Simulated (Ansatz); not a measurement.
```yaml
crystal:
  periodic: [false, false, false]
  atoms:
    - {symbol: N, position_ang: [-1.217182, 0.889753, -0.719553]}
    - {symbol: Ti, position_ang: [0.201743, 0.342483, 0.376064]}
    - {symbol: N, position_ang: [0.084979, -1.528905, 0.498276]}
    - {symbol: O, position_ang: [1.719299, 0.837355, -0.451833]}
    - {symbol: F, position_ang: [0.112199, 0.994089, 2.027877]}
    - {symbol: H, position_ang: [-2.174567, 0.985632, -0.409477]}
    - {symbol: H, position_ang: [-1.099045, 1.302419, -1.633867]}
    - {symbol: H, position_ang: [0.511570, -2.070739, 1.237540]}
    - {symbol: H, position_ang: [-0.482614, -2.118651, -0.091324]}
    - {symbol: H, position_ang: [2.426818, 0.315365, -0.830704]}
basis:
  gaussian: {orbitals: def2-mTZVP}
hamiltonian: {xc: {name: M06-2X}, dispersion: d3bjatm}
accuracy: high
```

```sh
$ ansatz run in.yaml --threads 4 --pin off --events-out ev --progress --plain --max-ram 10444MiB
```

It prints (some lines left out):

```
Error: YAML parse error: error: line 16 column 19: hamiltonian.xc: no functional is named "M06-2X"; the names, which are not case-sensitive, are SVWN5, SPW92, PBE, PBE0, PBEsol, revPBE, revPBE0, RPBE, rPW86-PBE, HSE06, wPBEh, LC-wPBE, HISS, HF, BLYP, B3LYP, B3LYP5, BHLYP, CAM-B3LYP, r2SCAN, r2SCANh, r2SCAN0, r2SCAN50, m-r2SCAN, B97, wB97, wB97X, wB97X-V, B97M-V, wB97M-V, B2PLYP, B2GP-PLYP, PBE0-DH, PBE-QIDH
14 | basis:
15 |   gaussian: {orbitals: def2-mTZVP}
16 | hamiltonian: {xc: {name: M06-2X}, dispersion: d3bjatm}
17 | accuracy: high
```

Q: What is wrong with this run?

A: The method's name isn't one that the program takes here. The input was rejected before any iteration.

HSE06 is defined as in plane-wave codes.
